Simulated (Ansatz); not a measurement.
Geometry optimisation, UKS B3LYP-D4/def2-SVP (Ansatz 0.2.0).

The input (input.yaml):

```yaml
crystal:
  periodic: [false, false, false]
  atoms:
    - { symbol: Ge, position_ang: [-0.117645, -0.002215, -0.106522] }
    - { symbol: H, position_ang: [-0.51796, -0.002611, 2.61876] }
    - { symbol: H, position_ang: [1.444078, -0.001561, -0.312473] }
    - { symbol: F, position_ang: [-0.752908, 1.380859, -0.968635] }
    - { symbol: F, position_ang: [-0.753392, -1.379777, -0.977368] }
    - { symbol: Cl, position_ang: [0.576827, 0.005305, 3.381239] }
magnetization:
  spin_polarized: true
  initial_magnetization: 1
basis:
  gaussian: { orbitals: def2-SVP }
hamiltonian:
  xc: b3lyp
  dispersion: d4
relax:
  f_tol: 0.03
  max_steps: 50
output:
  orbitals: {}
```

Launched with:

```bash
$ ansatz run input.yaml --threads 4 --pin off --max-ram 5120MiB --backend cpu --events-out ev --progress --plain --runs-dir out
```

Q: Where does it end, and by what steps?

A: The forces met the threshold. The force dipped under the threshold on the way, but the program's further checks kept it going. After 40 steps the energy has fallen by 0.260 eV; F5 moved furthest, 1.55 Å.

```csv
step,energy less start (eV),largest force component (eV/Å),accepted
0,0.0000,0.880,yes
2,-0.0396,0.296,yes
4,-0.0552,0.312,yes
6,-0.0756,0.134,yes
8,-0.0781,0.022,yes
10,-0.0763,0.292,no
12,-0.0792,0.023,yes
14,-0.0795,0.028,yes
16,-0.0807,0.151,yes
18,-0.0844,0.041,yes
20,-0.0893,0.336,yes
22,-0.0977,0.078,no
24,-0.1034,0.034,yes
26,-0.1089,0.731,no
28,-0.1209,0.226,yes
30,-0.1555,0.178,yes
32,-0.1819,0.846,no
34,-0.2121,0.178,yes
36,-0.2484,0.398,yes
38,-0.2573,0.101,no
40,-0.2596,0.003,yes
```

```xyz
6
Properties=species:S:1:pos:R:3
Ge 0.050 0.604 -0.158
H -0.434 -0.717 2.335
H 1.504 0.055 -0.407
F -0.663 0.873 -1.730
F -0.890 -0.774 0.438
Cl 0.312 -0.041 3.157
```

Whether the end is a true minimum wasn't checked by a vibrational analysis.

Time of the run: 69 s on 4 threads of Arm Neoverse V1, on a shared host, peak memory 0.27 GiB.
